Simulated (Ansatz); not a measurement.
The cluster Mg₃O₄⁻, 7 atoms. Hardware: 4 threads of AMD EPYC on a shared host.

Correlated methods freeze 7 core orbitals; core or outer-core shells of Mg are correlated, in sets that lack core-valence functions.

**Question.** How many basis functions does each of these Ansatz runs have, and roughly what does it cost? r2SCAN-D4/def2-TZVPD, charge -1 doublet, energy, from earlier orbitals; B97M-V/def2-TZVPD, charge -1 doublet, energy, from earlier orbitals; MP2/def2-TZVPD, charge -1 doublet, energy, from earlier orbitals; PBE0-D4/def2-TZVPD, charge -1 doublet, energy, from earlier orbitals; PBE-QIDH/def2-TZVPD, charge -1 doublet, energy, from earlier orbitals; PBE0-D4/def2-SVP, charge -1 doublet, energy with a search over starts; RPA@PBE/def2-TZVPD, charge -1 doublet, energy, from earlier orbitals; PBE0-D4/def2-SVPD, charge -1 doublet, relaxation, 7 steps; PBE-D4/def2-TZVPD, charge -1 doublet, energy and forces, from earlier orbitals; BLYP-D4/def2-TZVPD, charge -1 doublet, energy, from earlier orbitals.

**Answer.** Other jobs shared the machine, so times can vary by a factor of up to 3. A dash marks memory too small to be measured apart from the calling script's.

```csv
run,functions,fitting or Cholesky vectors,wall time,peak host memory (GiB)
"BLYP-D4/def2-TZVPD, charge -1 doublet, energy, from earlier orbitals",265,1660,23 s,0.55
"PBE-D4/def2-TZVPD, charge -1 doublet, energy and forces, from earlier orbitals",265,1660,24 s,–
"PBE0-D4/def2-SVP, charge -1 doublet, energy with a search over starts",110,963,37 s,–
"r2SCAN-D4/def2-TZVPD, charge -1 doublet, energy, from earlier orbitals",265,1660,37 s,0.64
"PBE0-D4/def2-TZVPD, charge -1 doublet, energy, from earlier orbitals",265,1660,43 s,1.3
"MP2/def2-TZVPD, charge -1 doublet, energy, from earlier orbitals",265,1911,45 s,1
"PBE-QIDH/def2-TZVPD, charge -1 doublet, energy, from earlier orbitals",265,1911,52 s,1.1
"RPA@PBE/def2-TZVPD, charge -1 doublet, energy, from earlier orbitals",265,1911,55 s,1.1
"B97M-V/def2-TZVPD, charge -1 doublet, energy, from earlier orbitals",265,1660,71 s,0.86
"PBE0-D4/def2-SVPD, charge -1 doublet, relaxation, 7 steps",155,1364,1.7 min,0.57
```
